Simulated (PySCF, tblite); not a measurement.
Isomers of C7H14F2Si. All values are computed: GFN2-xTB (tblite) harmonic vibrations without scaling, gas phase. This tight-binding method is rough: wavenumbers can miss measured ones by several per cent, in bad cases by 10 to 20. Modes of hydrogen on silicon can be 10 to 20 % off. One conformer each.

Electronic energies: PBE0/pcSseg-1 single points on the GFN2-xTB geometries (PySCF, gas phase).

```tsv
SMILES	electronic energy, lowest = 0 (kJ/mol)
C[C@@H](CF)[Si@]1(C)C[C@@H](F)C1	55.7
FC[C@H](F)[SiH2]C1CCCC1	84.9
CC(C)(C)/C(F)=C(\[SiH3])CF	148.5
C[C@@H]1[C@@H](F)CC[Si@@H](C)[C@H]1F	0.0
```

**Question.** How do GFN2-xTB zero-point energies change the relative energies?

**Answer.** 
```csv
SMILES,ZPE (kJ/mol),of it from modes above 1550 cm⁻¹,electronic (kJ/mol),"with ZPE, lowest = 0 (kJ/mol)",lowest mode (cm⁻¹),rings
C[C@@H]1[C@@H](F)CC[Si@@H](C)[C@H]1F,513.4,246.0,0.0,0.0,57,1
C[C@@H](CF)[Si@]1(C)C[C@@H](F)C1,515.5,251.8,55.7,57.8,24,1
FC[C@H](F)[SiH2]C1CCCC1,511.3,240.8,84.9,82.8,7,1
CC(C)(C)/C(F)=C(\[SiH3])CF,495.9,249.8,148.5,131.0,24,0
```

The zero-point energies span 19.6 kJ/mol, from `CC(C)(C)/C(F)=C(\[SiH3])CF` to `C[C@@H](CF)[Si@]1(C)C[C@@H](F)C1`. The order is unchanged.

**Question.** And how do the electronic energies of GFN2-xTB itself compare?

**Answer.** `C[C@@H]1[C@@H](F)CC[Si@@H](C)[C@H]1F` 0.0; `C[C@@H](CF)[Si@]1(C)C[C@@H](F)C1` 86.8; `FC[C@H](F)[SiH2]C1CCCC1` 6.1; `CC(C)(C)/C(F)=C(\[SiH3])CF` 43.3 kJ/mol, lowest = 0. Against the energies above, taken from the same isomer `C[C@@H]1[C@@H](F)CC[Si@@H](C)[C@H]1F`, the largest difference is 105.2 kJ/mol.
